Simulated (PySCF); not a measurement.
C2HF2, SMILES [CH]=C(F)F, multiplicity 2. Atoms are numbered in the order given.

```xyz
5

C      0.5121     1.3256     0.0000
C      0.0622     0.1053     0.0000
F      0.8114    -0.9734     0.0000
F     -1.2121    -0.2403     0.0000
H      0.1603     2.3384     0.0000
```
Charge 0, spin multiplicity 2.

Geometry: PBE0-D3(BJ)/def2-TZVP. The isomer is the one that the SMILES or the coordinates give; other isomers of the formula were not compared.

Two levels are set side by side: PBE/pcH-1 (PySCF) and PBE0/pcH-1 (PySCF). Contact hyperfine couplings, same geometry. Differences are taken from unrounded values.

```csv
quantity,PBE0
"A(iso) of 13C, atom C1 (MHz)",328.2
"A(iso) of 13C, atom C2 (MHz)",-15.1
"A(iso) of 19F, atom F3 (MHz)",48.4
"A(iso) of 19F, atom F4 (MHz)",164.2
"A(iso) of 1H, atom H5 (MHz)",-14.6
```

### Question
What does PBE give, and how far is it from PBE0? (The exact figures need the calculation; the answer reports its results.)

### Answer

| quantity | PBE | PBE minus PBE0 |
|---|---|---|
| A(iso) of 13C, atom C1 (MHz) | 305.3 | -23.0 |
| A(iso) of 13C, atom C2 (MHz) | -4.0 | 11.1 |
| A(iso) of 19F, atom F3 (MHz) | 53.5 | 5.1 |
| A(iso) of 19F, atom F4 (MHz) | 165.4 | 1.3 |
| A(iso) of 1H, atom H5 (MHz) | -5.4 | 9.3 |

Rough cost on one machine, each run with all the roots and properties that it gave: PBE0 against PBE within a factor of 2.
